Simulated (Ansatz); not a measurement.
Consider the ligand exchange at the Si–O bond: `OC(=[Se])O[SiH3]` + `C[O][Mg][OH]` → `C[O][Mg][O][SiH3]` + `OC(O)=[Se]`.

Program: Ansatz. Geometries: PBE0-D4/def2-TZVP. ΔE: electronic, gas phase. CCSD(T)/CBS is the MP2 limit (def2-TZVPP, def2-QZVPP) plus CCSD(T) − MP2 in def2-TZVPP, frozen cores. DFT in def2-TZVPP. B3LYP here is the variant with VWN-RPA as its local correlation; programs differ in this. For Mg, Se outer-core shells are correlated without core-valence functions, which leaves a few kJ/mol of doubt a bond. Scalar relativity is left out up to krypton. Each species was taken in one conformer, which may not be the lowest.

CCSD(T)/CBS gives -40.1 kJ/mol.

**Question.** Another level gave -39.9 kJ/mol. Which?
A. PBE-D4/def2-TZVPP
B. B3LYP/def2-TZVPP
C. PBE/def2-TZVPP
D. HF/def2-TZVPP

**Answer.** C. PBE -39.9, B3LYP -44.9, PBE-D4 -35.8, HF/def2-TZVPP -55.6 kJ/mol.

Largest T1 diagnostic among the species: 0.016.

The D4 term adds +6.7 kJ/mol with B3LYP and +3.6 kJ/mol with PBE0; it sums over pairs of atoms, weighted by their polarisabilities, and B3LYP, whose exchange is more repulsive, gets the larger term. In def2-TZVPP, CCSD(T) changes the Hartree–Fock value by +14.2 kJ/mol (the triples alone add +2.3 kJ/mol) and MP2 by +17.3 kJ/mol.
